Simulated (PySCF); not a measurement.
SMILES [Ge]([O]B(O)O)([Cl])([Cl])[Cl] (H2BCl3GeO3) at its PBE0/def2-SVP optimised geometry (Å):

```
10

Ge    -0.7326    -1.0047     0.0000
Cl     1.4162    -1.0047     0.0000
Cl    -1.4249    -2.0154    -1.7316
Cl    -1.4162     1.0047     0.0000
O     -1.3413    -1.8182     1.4067
B     -0.8069    -2.3562     2.5816
O      0.5134    -2.3988     2.8661
O     -1.6782    -2.8644     3.4848
H      1.0850    -2.0390     2.1801
H     -2.5884    -2.7797     3.1866
```

Method: PBE0/def2-TZVP in PySCF 2.14.0. Cells within 0.4 Å of a nucleus heavier than hydrogen are left out (blank, or x).

Map of the Laplacian of the electron density (e/bohr⁵), clipped to [-1.50, 1.50] on the plane z = 0.0 Å:

```
|33333333333333333333333333333|
|33333333333333333333333333333|
|33333333333333333333333333333|
|33333333333333333333333333333|
|33333333333333333333333333333|
|33333333333333333333333333333|
|33333333333333333333333333333|
|33333333223333333333333333333|
|33333321980233333333333333333|
|33333309xx9133333333333333333|
|3333320xxx9033333333333333333|
|33333309xx9133333333333333333|
|33333321990233333333333333333|
|33333332112333333333333333333|
|33333333333333333333333333333|
|33333333346974333332123333333|
|33333333499999433207902333333|
|3333333379xxx983319xx90333333|
|3333333389xxx993209xxx2333333|
|3333333379xxx983319xx91333333|
|33333333499999433208902333333|
|33333333347984333332123333333|
|33333333333333333333333333333|
|33333333333333333333333333333|
|33333333333333333333333333333|
|33333333333333333333333333333|
|33333333333333333333333333333|
|33333333333333333333333333333|
|33333333333333333333333333333|
```
Scale: ten equal steps from -0.680 (start of '0') to 1.50 (end of '9'), in the order '0123456789'; x runs from -3.50 to 3.50, y from -3.50 (bottom) to 3.50 (top).
